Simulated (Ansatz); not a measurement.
Calculated with Ansatz (gas phase, PBE0-D4/def2-TZVP geometries, no zero-point term in ΔE). CCSD(T)/CBS adds triple-zeta CCSD(T) − MP2 to the extrapolated MP2 energy (def2 sets, frozen cores). This one scheme is used for every species. Double bonds are as drawn, so ΔE can hold a change between cis and trans. DFT in def2-TZVPP. B3LYP here is the variant with VWN-RPA as its local correlation; programs differ in this. For Se outer-core shells are correlated without core-valence functions, which leaves a few kJ/mol of doubt a bond. Scalar relativity is left out up to krypton. One conformer a species, not always the lowest.

`[F][AlH][SH]` + `C/N=C/[SeH]` → `[F][AlH][SeH]` + `C/N=C/S`  (formal exchange of groups at the Al–S bond)

```tsv
level	ΔE (kJ/mol)	difference from CCSD(T)/CBS
PBE-D4	-7.9	0.4
r2SCAN-D4	-7.9	0.4
PBE0-D4	-9.4	-1.1
B3LYP-D4	-6.5	1.8
ωB97X-V	-7.5	0.8
ωB97M-V	-7.7	0.6
B2PLYP	-6.3	2.0
PBE	-8.2	0.1
r2SCAN	-8.0	0.3
PBE0	-9.8	-1.5
B3LYP	-7.2	1.1
HF/def2-TZVPP	-10.2	-1.9
MP2/def2-TZVPP	-4.4	3.9
SCS-MP2/def2-TZVPP	-4.3	4.0
CCSD/def2-TZVPP	-4.8	3.5
CCSD(T)/def2-TZVPP	-4.4	3.9
HF/def2-QZVPP	-10.4	-2.1
MP2/def2-QZVPP	-6.6	1.7
SCS-MP2/def2-QZVPP	-6.1	2.2
HF/CBS(def2)	-10.4	-2.1
MP2/CBS(def2)	-8.3	0.0
CCSD/CBS(def2)	-8.7	-0.4
CCSD(T)/CBS	-8.3	0
```

Largest T1 diagnostic among the species: 0.013.

In def2-TZVPP, CCSD(T) changes the Hartree–Fock value by +5.8 kJ/mol (the triples alone add +0.4 kJ/mol) and MP2 by +5.9 kJ/mol.
